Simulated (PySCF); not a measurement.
Vertical excitations of a molecule C₅H₅F from TDA-ωB97X/def2-SVPD run with PySCF 2.14.0, as energy in eV (oscillator strength): 5.39 (0.000), 5.75 (0.495), 5.81 (0.000), 6.93 (0.000), 7.41 (0.012), 7.89 (0.017), 7.92 (0.206), 7.97 (0.020), 8.08 (0.107), 8.30 (0.000). Lowest triplet (TDA): 3.11 eV. Geometry optimised at B3LYP-D3(BJ)/def2-SVP. Other conformers were not sampled.

Problem. Pick the molecule that these values belong to.
A. C#CC1(F)CC1
B. C=C=CC(=C)F
C. FC1C=CC=C1
D. C=C=C/C=C/F

Solution. D, C=C=C/C=C/F
